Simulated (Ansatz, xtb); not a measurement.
Relative energy of two isomers of CH5AlFSi

We compare X, `[F][Al][CH2][SiH3]`, a doublet, with Y, `C[SiH2][Al][F]`, a doublet. Both are isolated molecules in the gas phase, relaxed with PBE0-D3(BJ)/pcseg-1; the shapes shown needn't be the lowest conformers.

X (Å):

```json
{"atom": "C", "x (Å)": "-1.6375", "y (Å)": "-0.0582", "z (Å)": "0.9168"}
{"atom": "Al", "x (Å)": "-1.4294", "y (Å)": "-1.6941", "z (Å)": "-0.1635"}
{"atom": "F", "x (Å)": "-2.8029", "y (Å)": "-2.2309", "z (Å)": "-0.9760"}
{"atom": "Si", "x (Å)": "-1.4026", "y (Å)": "1.5393", "z (Å)": "-0.0436"}
{"atom": "H", "x (Å)": "-0.9183", "y (Å)": "-0.0850", "z (Å)": "1.7485"}
{"atom": "H", "x (Å)": "-2.6542", "y (Å)": "-0.0845", "z (Å)": "1.3408"}
{"atom": "H", "x (Å)": "-0.0242", "y (Å)": "1.5878", "z (Å)": "-0.6205"}
{"atom": "H", "x (Å)": "-1.5878", "y (Å)": "2.7409", "z (Å)": "0.8240"}
{"atom": "H", "x (Å)": "-2.3778", "y (Å)": "1.6128", "z (Å)": "-1.1721"}
```

Y (Å):

```xyz
9

C    -0.2633    0.5955    0.6033
Al   -3.3955   -1.2623    0.4893
F    -4.9682   -1.2344   -0.1219
Si   -1.9953    0.7244   -0.1305
H     0.2529   -0.3015    0.2407
H     0.3390    1.4693    0.3249
H    -0.3012    0.5448    1.6981
H    -2.6714    1.9673    0.3624
H    -1.9154    0.8135   -1.6241
```

Q: Estimate E(Y) − E(X) at the level CCSD(T)/def2-SVP + ΔMP2/def2-TZVPP.

A: Too close to call at this level: CCSD(T)/def2-SVP + ΔMP2/def2-TZVPP gives E(Y) − E(X) = +0.99 kcal/mol.

The same difference at several levels:

```
                             level             geometry  E(Y) − E(X) (kcal/mol)  departure from the last row (kcal/mol)  job, with rough time for the two
               PBE0-D3(BJ)/pcseg-1  PBE0-D3(BJ)/pcseg-1                     −3.17                                   −4.16             optimisation, 3.3 min
                       HF/def2-SVP  PBE0-D3(BJ)/pcseg-1                     +1.58                                   +0.58           part of the CCSD(T) run
                      MP2/def2-SVP  PBE0-D3(BJ)/pcseg-1                     +2.79                                   +1.80           part of the CCSD(T) run
                  CCSD(T)/def2-SVP  PBE0-D3(BJ)/pcseg-1                     +0.57                                   −0.42                      single point
CCSD(T)/def2-SVP + ΔMP2/def2-TZVPP  PBE0-D3(BJ)/pcseg-1                     +0.99                                                        single point, 31 s
```

As drawn, Y has 1 Al–Si, 1 C–H in place of 1 C–Al, 1 Si–H.

The largest departure from CCSD(T)/def2-SVP + ΔMP2/def2-TZVPP is that of PBE0-D3(BJ)/pcseg-1, 4.16 kcal/mol. Levels run at GFN2-xTB geometries aren't shown. The last row adds to CCSD(T) the change of the MP2 difference between the two basis sets, here +0.42 kcal/mol.

With harmonic frequencies from PBE0-D3(BJ)/pcseg-1 (ideal gas, rigid rotor, one conformer each, 298.15 K, 1 atm): on the last row, ΔE + ΔZPE = +2.60 kcal/mol. A mode under 50 cm⁻¹ makes harmonic enthalpies and free energies unreliable, so none is given.

Open shells are spin-unrestricted. The correlated steps freeze 12 core orbitals. Programs: Ansatz 0.2.0; the last row on 2 threads of Arm Neoverse V2 on a shared host.
